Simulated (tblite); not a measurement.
Compound: C₆H₁₄N₂Si.
Structure used (GFN2-xTB), in Å, numbered top down from 1:
```xyz
23
C6H14N2Si angstrom
C     -2.3886   -1.3133    2.0776
C     -1.7198   -1.1254    1.1018
C     -0.9046   -0.8849   -0.0630
C     -1.6681   -0.0444   -1.0908
C     -1.9898    1.3541   -0.5852
Si     0.7586   -0.1419    0.5079
N      1.5368   -1.4670    1.3098
N      1.6103    0.4156   -0.8770
C      2.9342    0.9768   -0.7804
H     -2.9849   -1.4854    2.9232
H     -0.6973   -1.8623   -0.5142
H     -2.6020   -0.5569   -1.3443
H     -1.0697    0.0291   -2.0015
H     -2.5047    1.2962    0.3712
H     -1.0760    1.9269   -0.4531
H     -2.6294    1.8776   -1.2931
H      0.5995    1.0496    1.3562
H      0.9980   -2.0169    1.9601
H      2.4679   -1.3340    1.6710
H      1.4818   -0.0729   -1.7497
H      3.7164    0.2095   -0.7482
H      2.9962    1.5622    0.1340
H      3.1303    1.6349   -1.6293
```

Computed values, GFN2-xTB/tblite, gas phase, harmonic and unscaled. Errors from tens to a few hundred cm⁻¹ against measured bands are possible. Modes of hydrogen on silicon can be 10 to 20 % off. One conformer, not necessarily the lowest.

Harmonic wavenumbers (cm⁻¹): 34.0, 67.4, 83.9, 88.7, 129.1, 151.1, 159.7, 176.8, 221.9, 240.6, 258.5, 276.2, 299.1, 337.5, 402.5, 493.0, 528.0, 554.1, 610.3, 661.5, 672.9, 720.1, 731.7, 775.1, 817.4, 832.5, 893.0, 940.9, 990.0, 1050.7, 1065.3, 1111.7, 1119.6, 1137.8, 1162.3, 1195.0, 1255.4, 1274.6, 1348.5, 1364.8, 1410.9, 1422.4, 1492.5, 1495.6, 1499.4, 1504.1, 1506.1, 1520.9, 2186.4, 2284.5, 2898.7, 2904.3, 2938.4, 2969.9, 2972.8, 3025.5, 3028.7, 3037.0, 3047.4, 3392.6, 3451.0, 3468.5, 3502.8.

A = 1881, B = 966.7, C = 709.6 MHz; mass 142.093 u (most abundant isotopes); point group C1, symmetry number 1.

Q: Zero-point energy?

A: ½Σν̃ = 41597 cm⁻¹ = 118.93 kcal/mol.

Q: What is S at 400 K and 1 bar for an ideal gas of classical rigid rotors and harmonic oscillators?

A: Translation 42.25, rotation 30.78, vibration 57.27: S = 130.3 cal/(mol K).

Q: And Cp and H(400 K) − H(0)?

A: Cp = 60.63 cal/(mol K), of which vibrations give 52.68 (their classical limit is 63 R = 125.2); H(400 K) − H(0) = 14.67 kcal/mol without the zero-point energy, 11.49 from vibrations.

Q: Which modes carry the vibrational entropy at 400 K?

A: 34.0 cm⁻¹: 6.16; 67.4 cm⁻¹: 4.81; 83.9 cm⁻¹: 4.38; 88.7 cm⁻¹: 4.27; 129.1 cm⁻¹: 3.53; 151.1 cm⁻¹: 3.22 cal/(mol K); the other 57 give 30.90 together.

Q: How do the functions run with temperature in this model?

A: 
```tsv
T (K)	S (cal/(mol K))	Cp (cal/(mol K))	H − H(0) (kcal/mol)	G − H(0) (kcal/mol)	ln q(vib)
100	75.4	24.9	1.59	-5.95	2.73
200	96.9	37.9	4.76	-14.61	6.79
300	114.5	49.7	9.14	-25.20	10.67
500	144.9	70.0	21.21	-51.21	17.90
800	182.4	89.9	45.44	-100.52	27.71
1000	203.5	98.9	64.36	-139.16	33.61
```

q(vib) and H(0) count from the zero-point level.

Hindered rotation and anharmonicity are outside this model. Other conformers, if any are populated, would add a mixing term that is left out. The structure is chiral; the term R ln 2 for an equal mix with its mirror image is left out.
